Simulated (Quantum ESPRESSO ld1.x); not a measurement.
The numbers below are computed, except where a source is named.
Tc4+, 39 electrons, occupied as [Kr] 4d3. Level of theory: Dirac Kohn-Sham, LDA (Slater exchange, Perdew-Zunger correlation), spin-unpolarised, spherical densities, point nucleus; open shells fill j = l - 1/2 first (ld1.x of Quantum ESPRESSO 7.5).

Spin-orbit splittings of the eigenvalues, e(l+1/2) - e(l-1/2), with zeta = 2 splitting/(2l+1) and mean radii in bohr:

[
 {"shell": "2p", "occ.": "6", "splitting (eV)": "118.1", "zeta (eV)": "78.70", "<r> j=l-1/2": "0.1272", "<r> j=l+1/2": "0.1318"},
 {"shell": "3p", "occ.": "6", "splitting (eV)": "19.78", "zeta (eV)": "13.18", "<r> j=l-1/2": "0.4094", "<r> j=l+1/2": "0.4201"},
 {"shell": "3d", "occ.": "10", "splitting (eV)": "3.808", "zeta (eV)": "1.523", "<r> j=l-1/2": "0.3969", "<r> j=l+1/2": "0.4004"},
 {"shell": "4p", "occ.": "6", "splitting (eV)": "3.151", "zeta (eV)": "2.101", "<r> j=l-1/2": "1.123", "<r> j=l+1/2": "1.150"},
 {"shell": "4d", "occ.": "3", "splitting (eV)": "0.3910", "zeta (eV)": "0.1564", "<r> j=l-1/2": "1.435", "<r> j=l+1/2": "1.446"}
]
